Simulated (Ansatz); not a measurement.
`FC[BH][SnH3]` + `C[SeH]` → `C[Se]BCF` + `[SnH4]`  (cleavage of the B–Sn bond)

Gas-phase electronic energies from Ansatz, PBE0-D4/def2-TZVP geometries. CBS: MP2 limit from def2 TZ/QZ plus the TZ coupled-cluster correction, frozen cores. Functionals use def2-TZVPP. B3LYP here is the variant with VWN-RPA as its local correlation; programs differ in this. Elements past krypton have def2 core potentials. For Se, Sn outer-core shells are correlated without core-valence functions, which leaves a few kJ/mol of doubt a bond. Scalar relativity is left out up to krypton. Each species was taken in one conformer, which may not be the lowest.

Task: Is it downhill or uphill in electronic energy at CCSD(T)/CBS, and by how much? (Best estimate.)

Result: The calculation gave: Downhill: ΔE = -90.3 kJ/mol.

Task: What do these levels give: r2SCAN-D4, PBE0-D4, B3LYP-D4, ωB97X-V, ωB97M-V, PBE, HF/def2-TZVPP, SCS-MP2/def2-TZVPP, CCSD/def2-TZVPP, HF/def2-QZVPP, MP2/def2-QZVPP, HF/CBS(def2)? (Estimate.)

Result: The calculation gave: r2SCAN-D4 -96.1, PBE0-D4 -93.4, B3LYP-D4 -91.4, ωB97X-V -90.4, ωB97M-V -91.1, PBE -93.4, HF/def2-TZVPP -86.3, SCS-MP2/def2-TZVPP -94.9, CCSD/def2-TZVPP -91.3, HF/def2-QZVPP -85.4, MP2/def2-QZVPP -95.5, HF/CBS(def2) -85.2 kJ/mol.

Largest T1 diagnostic among the species: 0.013.

In def2-TZVPP, CCSD(T) changes the Hartree–Fock value by −8.3 kJ/mol (the triples alone add −3.3 kJ/mol) and MP2 by −12.0 kJ/mol.
